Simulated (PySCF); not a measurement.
# Basis-set dependence of population analyses: `[H]/N=C\C1=C[SiH2]S1`

Compound: C3H5NSSi.
Geometry (PBE0-D3(BJ)/def2-SVP, Å), atoms numbered from 1 in this order:
```
atom  x, y, z in Å
N1    -2.4239    0.5837    1.3590
C2    -1.6769   -0.2767    0.8029
C3    -0.3161   -0.0605    0.2902
C4     0.5007   -0.9516   -0.3225
Si5    1.8881    0.2475   -0.5767
S6     0.4608    1.5622    0.4333
H7    -1.9381    1.4900    1.4123
H8    -2.0550   -1.3051    0.6721
H9     0.2491   -1.9946   -0.5235
H10    3.1488    0.0276    0.1857
H11    2.1975    0.6619   -1.9739
```

PBE0 throughout (PySCF), one geometry, spherical d and f functions. Isolated species at its PBE0-D3(BJ)/def2-SVP geometry (one conformer only). The first 7 of 10 kinds of atom are listed.

Mulliken charges (e):

| basis | functions | N1 | C2 | C3 | C4 | Si5 | S6 | H7 |
| --- | --- | --- | --- | --- | --- | --- | --- | --- |
| STO-3G | 43 | -0.297 | +0.011 | -0.110 | -0.270 | +0.540 | -0.022 | +0.171 |
| 6-31G | 72 | -0.473 | +0.053 | -0.417 | -0.366 | +0.669 | +0.009 | +0.297 |
| pcSseg-0 | 72 | -0.565 | +0.144 | -0.448 | -0.655 | +0.822 | -0.087 | +0.318 |
| 6-31G* | 102 | -0.514 | +0.043 | -0.187 | -0.311 | +0.480 | -0.132 | +0.332 |
| cc-pVDZ | 117 | -0.141 | +0.063 | -0.105 | -0.141 | +0.388 | -0.170 | +0.102 |
| def2-SVP | 117 | -0.121 | +0.033 | -0.118 | -0.228 | +0.529 | -0.210 | +0.119 |
| aug-cc-pVDZ | 191 | -0.399 | +0.335 | +1.081 | -0.118 | -0.129 | -0.475 | -0.009 |
| 6-311+G(2d,p) | 208 | -0.304 | -0.433 | +0.898 | -0.545 | +0.421 | -0.408 | +0.213 |
| def2-TZVP | 228 | -0.271 | -0.122 | +0.243 | -0.372 | +0.297 | -0.249 | +0.210 |
| cc-pVTZ | 258 | -0.224 | -0.043 | +0.103 | -0.333 | +0.337 | -0.215 | +0.150 |
| IGLO-III | 278 | -0.426 | +0.020 | +0.259 | -0.491 | +0.850 | -0.285 | +0.202 |

IAO charges (e):

```
        basis  functions      N1      C2      C3      C4     Si5      S6      H7
       STO-3G         43  -0.285  -0.049  -0.144  -0.414  +0.687  -0.056  +0.190
        6-31G         72  -0.380  +0.008  -0.084  -0.431  +0.600  -0.178  +0.246
     pcSseg-0         72  -0.360  +0.010  -0.101  -0.430  +0.594  -0.168  +0.238
       6-31G*        102  -0.389  +0.030  -0.080  -0.462  +0.733  -0.190  +0.242
      cc-pVDZ        117  -0.385  +0.026  -0.078  -0.463  +0.729  -0.185  +0.243
     def2-SVP        117  -0.381  +0.028  -0.079  -0.462  +0.741  -0.184  +0.239
  aug-cc-pVDZ        191  -0.411  +0.030  -0.076  -0.470  +0.734  -0.189  +0.252
6-311+G(2d,p)        208  -0.411  +0.031  -0.082  -0.478  +0.764  -0.188  +0.252
    def2-TZVP        228  -0.409  +0.032  -0.083  -0.480  +0.772  -0.187  +0.251
      cc-pVTZ        258  -0.406  +0.030  -0.080  -0.477  +0.759  -0.189  +0.251
     IGLO-III        278  -0.412  +0.031  -0.083  -0.481  +0.767  -0.182  +0.252
```

Hirshfeld charges (e):

| basis | functions | N1 | C2 | C3 | C4 | Si5 | S6 | H7 |
| --- | --- | --- | --- | --- | --- | --- | --- | --- |
| STO-3G | 43 | -0.194 | +0.045 | -0.030 | -0.151 | +0.386 | -0.073 | +0.090 |
| 6-31G | 72 | -0.211 | +0.042 | -0.005 | -0.154 | +0.329 | -0.124 | +0.104 |
| pcSseg-0 | 72 | -0.200 | +0.039 | -0.012 | -0.161 | +0.348 | -0.104 | +0.095 |
| 6-31G* | 102 | -0.212 | +0.045 | +0.010 | -0.149 | +0.322 | -0.123 | +0.102 |
| cc-pVDZ | 117 | -0.198 | +0.038 | 0.000 | -0.154 | +0.329 | -0.093 | +0.094 |
| def2-SVP | 117 | -0.206 | +0.038 | +0.001 | -0.159 | +0.334 | -0.083 | +0.095 |
| aug-cc-pVDZ | 191 | -0.215 | +0.034 | -0.013 | -0.161 | +0.339 | -0.075 | +0.091 |
| 6-311+G(2d,p) | 208 | -0.216 | +0.035 | -0.015 | -0.159 | +0.339 | -0.075 | +0.094 |
| def2-TZVP | 228 | -0.215 | +0.036 | -0.007 | -0.158 | +0.332 | -0.079 | +0.094 |
| cc-pVTZ | 258 | -0.211 | +0.038 | -0.004 | -0.157 | +0.331 | -0.084 | +0.093 |
| IGLO-III | 278 | -0.217 | +0.032 | -0.010 | -0.161 | +0.331 | -0.061 | +0.090 |

ESP-fitted charges (e):

```
        basis  functions      N1      C2      C3      C4     Si5      S6      H7
       STO-3G         43  -0.634  +0.374  +0.044  -0.462  +0.631  -0.207  +0.323
        6-31G         72  -0.818  +0.548  -0.057  -0.608  +0.841  -0.365  +0.449
     pcSseg-0         72  -0.833  +0.566  -0.016  -0.725  +0.915  -0.385  +0.453
       6-31G*        102  -0.733  +0.493  -0.137  -0.476  +0.688  -0.285  +0.409
      cc-pVDZ        117  -0.691  +0.485  -0.170  -0.417  +0.599  -0.244  +0.389
     def2-SVP        117  -0.726  +0.516  -0.145  -0.470  +0.664  -0.262  +0.404
  aug-cc-pVDZ        191  -0.750  +0.521  -0.188  -0.412  +0.621  -0.244  +0.408
6-311+G(2d,p)        208  -0.764  +0.523  -0.193  -0.422  +0.617  -0.236  +0.419
    def2-TZVP        228  -0.746  +0.504  -0.162  -0.426  +0.614  -0.239  +0.409
      cc-pVTZ        258  -0.722  +0.492  -0.155  -0.428  +0.623  -0.245  +0.397
     IGLO-III        278  -0.756  +0.536  -0.221  -0.392  +0.589  -0.214  +0.410
```

Which scheme is steadiest as the basis changes?

Largest range over the bases for any column: Hirshfeld 0.06 e, IAO 0.18 e, ESP-fitted 0.33 e, Mulliken 1.53 e. Hirshfeld charges move least and Mulliken charges most, counted in e. Without the minimal STO-3G basis the ranges are Hirshfeld 0.06, IAO 0.18, ESP-fitted 0.33, Mulliken 1.53 e.

How much do the charges still move between the two largest bases, cc-pVTZ and IGLO-III?

At most, over all atoms: Mulliken 0.513 e, IAO 0.008 e, Hirshfeld 0.023 e, ESP-fitted 0.065 e.

What do the same runs give for the total energy, the frontier levels and the dipole moment?

| basis | energy (Eh) | HOMO (eV) | LUMO (eV) | μ (D) |
| --- | --- | --- | --- | --- |
| STO-3G | -849.3822 | -3.51 | 1.54 | 3.33 |
| 6-31G | -859.1041 | -6.86 | -1.77 | 3.93 |
| pcSseg-0 | -858.0394 | -7.11 | -2.03 | 4.02 |
| 6-31G* | -859.2221 | -6.76 | -1.77 | 3.30 |
| cc-pVDZ | -859.2776 | -6.77 | -1.80 | 2.91 |
| def2-SVP | -858.9242 | -6.82 | -1.89 | 3.06 |
| aug-cc-pVDZ | -859.2931 | -6.92 | -2.03 | 3.23 |
| 6-311+G(2d,p) | -859.3365 | -6.92 | -2.06 | 3.21 |
| def2-TZVP | -859.3537 | -6.91 | -2.01 | 3.09 |
| cc-pVTZ | -859.3553 | -6.89 | -1.97 | 3.04 |
| IGLO-III | -859.3527 | -6.87 | -2.02 | 3.10 |

The dipole is fixed by the density alone, so its range of 1.11 D shows that the density itself changes with the basis, not only its division among atoms.
